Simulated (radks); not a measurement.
The numbers below are computed, except where a source is named.
Neutral europium inside a hard spherical wall (all orbitals vanish at R), configuration held at [Xe] 4f7 6s2 and not refilled when levels cross. Level of theory: scalar-relativistic Kohn-Sham, LDA (Slater exchange, VWN5 correlation), spin-unpolarised, spherical densities, finite nucleus; Fermi nuclear charge, rms radius 5.1115 fm (a radial shooting solver on a logarithmic mesh with Libxc functionals). Eigenvalues in eV, with the zero of energy where the potential of the charges vanishes at infinity; a dash marks a level that is unbound or too diffuse for the functional's potential to be trusted. A positive occupied level is held by the wall or, in an anion where self-interaction has pushed it up, behind a barrier. The pressure on the wall is -dE/dV.

\begin{tabular}{lrrrrrrrrr}
R (bohr) & E (hartree) & kinetic (hartree) & e(5s) & e(5p) & e(6s) & e(4f) & e(5d, empty) & e(6p, empty) & pressure (GPa) \\ \hline
free & -10835.9445 & 11604.373 & -44.792 & -23.882 & -3.763 & -2.925 & -1.714 & -1.243 & 0 \\
20 & -10835.9445 & 11604.373 & -44.792 & -23.882 & -3.763 & -2.925 & -1.714 & -1.242 & < 0.0001 \\
12 & -10835.9441 & 11604.377 & -44.756 & -23.846 & -3.735 & -2.890 & -1.679 & -1.138 & 0.00645 \\
8 & -10835.9257 & 11604.497 & -44.089 & -23.191 & -3.111 & -2.232 & -1.051 & 0.091 & 0.636 \\
7 & -10835.8972 & 11604.641 & -43.482 & -22.602 & -2.403 & -1.629 & -0.448 & 1.294 & 2.09 \\
3 & -10832.1470 & 11618.727 & -26.330 & -5.273 & 45.406 & 18.282 & 23.568 & 62.875 & 1540 \\
2 & -10812.6038 & 11682.105 & 20.563 & 49.401 & 204.51 & 66.049 & 96.058 & 238.92 & 29000 \\
1.5 & -10759.5504 & 11839.139 & 132.36 & 177.67 & 521.56 & 143.70 & 248.00 & 571.89 & 212000 \\
\end{tabular}
